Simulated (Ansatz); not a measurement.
Born–Oppenheimer molecular dynamics of ClF2GeH3 (7 atoms, charge 0, multiplicity 1). It starts at the highest image of a converged band, a first-order saddle point between two minima.

Theory: Ansatz 0.2.0, RHF/def2-SVP.

- ensemble: NVE (velocity Verlet)
- time step: 0.5 fs
- steps asked: 200
- starting velocities drawn for: 300 K
- seed: 11190

Frames 5 fs apart, positions in Å, forces in eV/Å.

Velocities at 15 fs (Å/ps):

```
Ge -1.19 -0.10 -0.61
F 1.02 2.35 -0.85
H 8.50 -0.83 2.98
F 2.34 -0.80 3.54
H -8.89 6.42 9.97
Cl 1.12 -1.23 -0.66
H -16.79 15.88 3.68
```

```xyz
7
Properties=species:S:1:pos:R:3:forces:R:3 time_fs=15 energy_less_start_eV=0.112 T=128
Ge -0.118 -0.040 -0.093 0.17 1.82 -0.26
F -0.085 -0.271 1.878 0.22 -0.04 -0.99
H 1.381 0.224 -0.044 -0.18 -0.03 -0.01
F -0.633 1.379 -1.066 0.54 -1.72 1.25
H -0.610 -1.320 -0.693 -0.17 -0.18 0.05
Cl -2.425 0.302 1.112 -0.30 -0.02 0.25
H -1.291 -0.071 1.956 -0.28 0.17 -0.30
7
Properties=species:S:1:pos:R:3:forces:R:3 time_fs=20 energy_less_start_eV=-0.023 T=335
Ge -0.123 -0.038 -0.096 1.08 0.83 0.93
F -0.077 -0.259 1.866 0.74 0.09 -1.73
H 1.382 0.211 -0.038 -0.21 -0.10 -0.22
F -0.619 1.365 -1.040 0.18 -1.11 0.87
H -0.676 -1.321 -0.647 -0.06 -0.04 -0.04
Cl -2.421 0.296 1.110 -1.52 0.40 -0.12
H -1.421 0.023 1.944 -0.21 -0.07 0.31
7
Properties=species:S:1:pos:R:3:forces:R:3 time_fs=25 energy_less_start_eV=-0.179 T=577
Ge -0.125 -0.033 -0.096 0.97 -1.07 1.90
F -0.061 -0.246 1.832 0.72 0.24 -2.01
H 1.355 0.176 -0.082 0.52 -0.08 -0.29
F -0.602 1.338 -1.005 -0.36 0.12 0.14
H -0.752 -1.325 -0.609 0.21 0.35 -0.01
Cl -2.428 0.293 1.106 -2.23 0.60 -0.35
H -1.565 0.099 2.027 0.17 -0.16 0.62
7
Properties=species:S:1:pos:R:3:forces:R:3 time_fs=30 energy_less_start_eV=-0.381 T=890
Ge -0.122 -0.031 -0.089 2.71 -1.80 2.52
F -0.036 -0.230 1.774 0.56 0.37 -1.83
H 1.409 0.119 -0.192 -0.35 -0.19 -0.17
F -0.590 1.312 -0.967 -0.84 1.46 -0.53
H -0.791 -1.271 -0.582 -0.06 -0.29 -0.27
Cl -2.449 0.294 1.102 -1.16 0.36 1.38
H -1.711 0.144 2.192 -0.85 0.09 -1.09
7
Properties=species:S:1:pos:R:3:forces:R:3 time_fs=35 energy_less_start_eV=-0.669 T=1336
Ge -0.112 -0.036 -0.075 2.63 -2.75 1.02
F -0.004 -0.209 1.693 0.35 0.43 -0.83
H 1.404 0.020 -0.340 -0.23 -0.10 0.02
F -0.589 1.304 -0.936 -0.99 1.95 -0.58
H -0.832 -1.260 -0.606 0.07 0.06 -0.01
Cl -2.479 0.297 1.103 -2.41 0.58 -0.97
H -1.983 0.196 2.231 0.58 -0.16 1.35
7
Properties=species:S:1:pos:R:3:forces:R:3 time_fs=40 energy_less_start_eV=-0.770 T=1492
Ge -0.093 -0.049 -0.058 1.28 -2.13 -2.81
F 0.033 -0.184 1.604 0.45 0.30 2.04
H 1.357 -0.102 -0.489 0.38 0.06 0.09
F -0.599 1.319 -0.911 -0.58 1.20 0.09
H -0.862 -1.242 -0.635 0.06 0.21 0.23
Cl -2.524 0.304 1.103 -1.26 0.29 1.99
H -2.197 0.225 2.387 -0.33 0.06 -1.64
7
Properties=species:S:1:pos:R:3:forces:R:3 time_fs=45 energy_less_start_eV=-0.668 T=1335
Ge -0.069 -0.069 -0.051 1.13 -0.47 -6.82
F 0.076 -0.154 1.541 0.66 0.24 5.19
H 1.370 -0.208 -0.608 -0.20 0.24 0.38
F -0.616 1.350 -0.884 0.05 0.01 0.82
H -0.888 -1.191 -0.617 -0.33 -0.31 0.08
Cl -2.579 0.314 1.112 -1.64 0.40 -1.43
H -2.449 0.259 2.333 0.32 -0.11 1.77
7
Properties=species:S:1:pos:R:3:forces:R:3 time_fs=50 energy_less_start_eV=-0.876 T=1656
Ge -0.042 -0.091 -0.065 -0.28 0.02 -6.12
F 0.127 -0.121 1.540 0.56 0.36 4.30
H 1.358 -0.262 -0.648 0.09 0.20 0.17
F -0.633 1.380 -0.848 0.54 -0.90 1.11
H -0.971 -1.190 -0.572 0.14 0.08 0.21
Cl -2.644 0.325 1.118 -1.18 0.21 1.95
H -2.654 0.278 2.442 0.13 0.03 -1.62
7
Properties=species:S:1:pos:R:3:forces:R:3 time_fs=55 energy_less_start_eV=-1.213 T=2177
Ge -0.016 -0.112 -0.098 -0.79 0.75 -1.67
F 0.185 -0.084 1.590 0.09 0.30 0.47
H 1.370 -0.269 -0.649 0.39 0.07 -0.14
F -0.643 1.400 -0.798 0.80 -1.38 0.99
H -1.029 -1.181 -0.485 0.32 0.06 0.04
Cl -2.717 0.339 1.133 -0.77 0.28 -1.49
H -2.828 0.298 2.355 -0.04 -0.09 1.80
7
Properties=species:S:1:pos:R:3:forces:R:3 time_fs=60 energy_less_start_eV=-1.215 T=2180
Ge 0.008 -0.131 -0.137 0.57 1.63 1.62
F 0.244 -0.043 1.647 -0.25 0.04 -2.24
H 1.444 -0.258 -0.672 -0.46 0.04 0.02
F -0.644 1.402 -0.736 0.81 -1.43 0.63
H -1.026 -1.171 -0.392 -0.06 -0.42 -0.26
Cl -2.795 0.354 1.144 -0.95 0.12 1.69
H -2.992 0.305 2.447 0.33 0.02 -1.45
7
Properties=species:S:1:pos:R:3:forces:R:3 time_fs=65 energy_less_start_eV=-1.116 T=2027
Ge 0.034 -0.145 -0.171 -0.07 1.12 3.47
F 0.299 -0.001 1.677 -0.44 -0.25 -3.38
H 1.440 -0.239 -0.701 0.05 -0.07 -0.23
F -0.634 1.387 -0.666 0.54 -1.01 0.18
H -1.012 -1.234 -0.353 0.37 0.13 -0.20
Cl -2.880 0.370 1.161 -0.28 0.20 -1.32
H -3.102 0.312 2.374 -0.16 -0.11 1.50
7
Properties=species:S:1:pos:R:3:forces:R:3 time_fs=70 energy_less_start_eV=-1.112 T=2021
Ge 0.059 -0.156 -0.193 0.50 0.64 4.14
F 0.350 0.037 1.666 -0.48 -0.52 -3.60
H 1.440 -0.235 -0.779 0.17 -0.06 -0.21
F -0.618 1.360 -0.594 0.05 -0.14 -0.28
H -0.931 -1.283 -0.364 0.06 0.04 -0.15
Cl -2.967 0.387 1.175 -0.63 -0.01 1.32
H -3.216 0.301 2.459 0.33 0.05 -1.22
```

Of the whole run (100 fs, mean temperature of the second half 2144 K): The conserved energy stayed within 0.12 meV per atom of its start (net change -0.12 meV per atom), so the integration is sound. The kinetic energy rose, since the run started high on the potential surface and went downhill. It ends in pieces (ClH + F2GeH2), so much of that is their flight and rotation, not heat. A run of 0.1 ps of so small a system gives no equilibrium averages. The orbitals stay closed-shell, which can raise the energy where a bond breaks towards radicals; this wasn't checked here.

Run time: 6.6 min on 1 thread of Arm Neoverse V1, on a shared host, peak memory 0.19 GiB.
